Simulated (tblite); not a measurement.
Run record: tight-binding relaxation, `[CH+]=[C]C#C/C=C/Br` [radical].

Computed with GFN2-xTB geometry optimisation, gas phase (tblite 0.8.0). Start geometry: from a force field or distance geometry. The command runs a driver script over a list of jobs; the input below is this job's line of settings and its coordinates in Å.

Command:
```bash
OMP_NUM_THREADS=1 python probes_run.py task.json out
```

Input:
```
{"job": {"kind": "relax", "xc": "GFN2-xTB", "basis": "xTB"}, "charge": 1, "multiplicity": 2}
C     -3.478600     0.743800     1.156100
C     -2.375300     0.441800     0.835700
C     -0.928000     0.036600     0.449100
C      0.179300    -0.261300     0.124900
C      1.501000    -0.640200    -0.223800
C      2.105300    -0.092400    -1.290700
Br     3.833000    -0.516200    -1.833600
H     -4.472100     1.025800     1.438000
H      2.011600    -1.385800     0.378900
H      1.632700     0.652400    -1.913400
```

Output:
```
step      E/eV     max force
  0    -483.54419    8.415
  1    -483.30034    8.559
  2    -484.16335    2.966
  3    -484.24698    2.764
  4    -484.32114    1.823
  5    -484.37514    1.035
  6    -484.40679    0.585
  7    -484.41889    0.364
  8    -484.43215    0.306
  9    -484.43694    0.203
... (14 lines left out)
 24    -484.44153    0.019
 25    -484.44157    0.025
 26    -484.44161    0.027
 27    -484.44166    0.028
 28    -484.44170    0.022
 29    -484.44174    0.027
 30    -484.44180    0.038
 31    -484.44186    0.035
 32    -484.44189    0.016
 33    -484.44190    0.006
```

«max force» is the largest atomic force in eV/Å.

From which step on does the largest force stay under 0.1 eV/Å, and how much energy is left to gain from there?

From step 11 (0.096 eV/Å), 1.4 meV above the end.

Main results: energy lowered by 20.7 kcal/mol over 33 steps; largest atomic force 0.006 eV/Å at the end.

Where do the atoms end?

0.097 Å rms from the input after alignment:
```
atom  x, y, z in Å
C1    -3.3738    0.7056    1.1419
C2    -2.2406    0.4041    0.8120
C3    -0.9986    0.0725    0.4496
C4     0.1451   -0.2285    0.1072
C5     1.4219   -0.6025   -0.2270
C6     2.0828   -0.0694   -1.3004
Br7    3.8013   -0.5674   -1.7503
H8    -4.3557    0.9641    1.4300
H9     1.8990   -1.3493    0.4011
H10    1.6275    0.6755   -1.9429
```

On an Arm Neoverse V1 with one thread, no GPU, shared host, this took 0.18 s wall.
Labels such as C1 count atoms from 1, the log's own numbers from 0.
